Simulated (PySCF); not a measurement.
C₆ coefficients of unlike pairs at BHandHLYP

Calculated with PySCF 2.14 from the dipole response of each species, C₆(A,B) = (3/π) ∫ α_A(iu) α_B(iu) du, in atomic units, from isotropic polarisabilities. For ions this is the dispersion term alone; charge-induced terms of lower order in 1/R come first.

```
species       configuration                                                               basis      relativity  α (bohr³)  C₆ (like pair)
   Ge³⁺  [Ar] 3d10 4s1 (2S)                           aug-cc-pwCVDZ-PP with ECP10MDF (6s5p4d1f)  core potential      6.109           13.74
   Sn²⁺  [Kr] 4d10 5s2 (1S)  def2-TZVPPD with the def2 core potential (28 electrons) (7s5p4d2f)  core potential      15.65           87.06
    Ba⁺       [Xe] 6s1 (2S)                                      aug-cc-pwCVTZ-X2C (11s10p8d4f)   spin-free X2C      127.5            1381
    W³⁺  [Xe] 4f14 5d3 (4F)                         aug-cc-pVQZ-PP with ECP60MDF (7s7p6d4f3g2h)  core potential      7.196           35.35
```

(1) Estimate C₆ for Ba⁺ with Ge³⁺.

No spin-orbit coupling is included.

The other pairs:

```csv
pair,C₆
"Ba⁺, Sn²⁺",294.3
"W³⁺, Sn²⁺",53.51
"Sn²⁺, Ge³⁺",34.52
"W³⁺, Ge³⁺",21.22
"W³⁺, Ba⁺",159.7
```

Results:

(1) The integral gives 116.0. The combination rule 2 C_A C_B / (C_A α_B/α_A + C_B α_A/α_B) gives 107.6 and the geometric mean 137.8.
